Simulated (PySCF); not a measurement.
Two species compared at the same levels of theory.

First species: C4H7NO2.
Structure used (PBE0-D3(BJ)/def2-SVP), in Å, numbered top down from 1:
```
atom  x, y, z in Å
C1    -1.3597   -1.2851    0.1629
N2    -0.3562   -0.2590   -0.0004
C3    -0.7627    1.0793    0.3622
C4     0.8646   -0.6279   -0.4590
O5     1.1696   -1.7740   -0.7493
C6     1.9944    0.3920   -0.6608
O7     1.9896    1.5804   -0.4952
H8    -2.2530   -1.0473   -0.4386
H9    -1.6667   -1.3612    1.2198
H10   -0.9418   -2.2437   -0.1646
H11   -1.6305    1.3879   -0.2454
H12   -1.0673    1.1094    1.4223
H13    0.0522    1.7898    0.2027
H14    2.8958   -0.1628   -1.0185
```

Second species: Ge(CCH)Me3, C₅H₁₀Ge.
InChI=1S/C5H10Ge/c1-5-6(2,3)4/h1H,2-4H3

Levels: PBE0/def2-SVPD for dipole moment, HOMO energy, LUMO energy, HOMO–LUMO gap, static isotropic polarisability and electronic spatial extent ⟨r²⟩ about the centre of nuclear charge; TDDFT PBE0/def2-SVPD for lowest singlet excitation; TDA PBE0/def2-SVPD for lowest triplet excitation (Tamm–Dancoff); ΔSCF PBE0/def2-SVPD for vertical ionisation energy; PBE0-D3(BJ)/def2-SVP for rotational constant A and rotational constant C. Geometries: PBE0-D3(BJ)/def2-SVP. Each species is one conformer at its optimised geometry, gas phase, non-relativistic unless stated; the electronic structure was computed with PySCF and density fitting.

The conformers computed, where there is a choice (atom-mapped SMILES and torsion angles):
- `[CH3:1][N:2]([CH3:3])[C:4](=[O:5])[CH:6]=[O:7]`: C1–N2–C4–O5 0°, N2–C4–C6–O7 -2°

Values for the first species:

```
Dipole moment                                                     : 2.85 D
HOMO energy                                                       : -7.52 eV
LUMO energy                                                       : -2.26 eV
HOMO–LUMO gap                                                     : 5.26 eV
Lowest singlet excitation                                         : 3.27 eV
Lowest triplet excitation (Tamm–Dancoff)                          : 2.70 eV
Static isotropic polarisability                                   : 64.8 au
Vertical ionisation energy                                        : 9.48 eV
Electronic spatial extent ⟨r²⟩ about the centre of nuclear charge : 777 bohr²
Rotational constant A                                             : 3.952 GHz
Rotational constant C                                             : 1.525 GHz
```

**Question.** Estimate the same properties for the second species, and the change in each.

**Answer.** 
```csv
property,first,second,second less first
dipole moment,2.85 D,0.72 D,-2.13 D
HOMO energy,-7.52 eV,-7.74 eV,-0.22 eV
LUMO energy,-2.26 eV,0.44 eV,+2.70 eV
HOMO–LUMO gap,5.26 eV,8.18 eV,+2.92 eV
lowest singlet excitation,3.27 eV,6.21 eV,+2.94 eV
lowest triplet excitation (Tamm–Dancoff),2.70 eV,4.97 eV,+2.27 eV
static isotropic polarisability,64.8 au,89.1 au,+24.3 au
vertical ionisation energy,9.48 eV,9.62 eV,+0.14 eV
electronic spatial extent ⟨r²⟩ about the centre of nuclear charge,777 bohr²,901 bohr²,+124 bohr²
rotational constant A,3.952 GHz,2.904 GHz,-1.048 GHz
rotational constant C,1.525 GHz,1.807 GHz,+0.282 GHz
```

On the first: The polarisability is 9.60 Å³ as a volume (1 au = 0.148185 Å³), or 1.20 au for each of the 54 electrons. The ΔSCF ionisation energy exceeds −ε(HOMO) by 1.96 eV with PBE0; the lowest state found was started with its hole in HOMO−1.

On the second: The dipole matches unit charges of opposite sign 0.15 Å apart (1 e·Å = 4.8032 D). In wavenumbers S1 is 50100 cm⁻¹ (1 eV = 8065.54 cm⁻¹). Relativistic effects, spin–orbit coupling among them, are left out although an element past zinc is present.
